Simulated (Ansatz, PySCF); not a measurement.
Complex: hydrogen isocyanide (SMILES [C-]#[NH+]) (first 3 atoms) with CH4O (SMILES CO); geometry from B3LYP-D3(BJ)/def2-TZVP, rigid monomers moved along the line of their centres of mass till H3···O5 is 1.58 Å.
(charge 0, multiplicity 1):
```xyz
9

C     -0.113    -0.629    -0.256
N     -0.137    -0.182     0.818
H     -0.167     0.199     1.766
C     -0.092    -0.362     4.236
O     -0.192     0.684     3.264
H      0.262     0.026     5.193
H      0.636    -1.074     3.853
H     -1.048    -0.874     4.376
H     -0.842     1.333     3.552
```

Interaction energies are E(AB) − E(A) − E(B) at the monomers' geometry in the complex; basis-set methods are counterpoise corrected. Rows marked so take none.

Rows in 6-31G*, STO-3G carry no dispersion term and start afresh at each structure (6-31G* with six Cartesian d functions). MP2/6-31G* freezes PySCF's default core.

The values were computed with Ansatz (Gaussian orbitals); PySCF for 6-31G* rows, STO-3G rows, the dispersion terms. Values without a source in brackets are computed.

```json
[
 {"level": "HF/STO-3G (no counterpoise)", "interaction energy (kcal/mol)": "-13.71"},
 {"level": "HF/6-31G*", "interaction energy (kcal/mol)": "-5.74"},
 {"level": "HF/6-31G* (no counterpoise)", "interaction energy (kcal/mol)": "-6.95"},
 {"level": "B3LYP/6-31G*", "interaction energy (kcal/mol)": "-7.87"},
 {"level": "B3LYP/def2-TZVPPD", "interaction energy (kcal/mol)": "-7.20"},
 {"level": "B3LYP-D4/def2-TZVPPD", "interaction energy (kcal/mol)": "-8.56"},
 {"level": "PBE0/def2-TZVPPD", "interaction energy (kcal/mol)": "-8.21"},
 {"level": "MP2/6-31G*", "interaction energy (kcal/mol)": "-7.52"},
 {"level": "MP2/6-31G* (no counterpoise)", "interaction energy (kcal/mol)": "…"}
]
```

Problem. Complete the blanks.

Solution. 
- MP2/6-31G* (no counterpoise), interaction energy (kcal/mol): -10.18

Ansatz is a program for electronic structure.
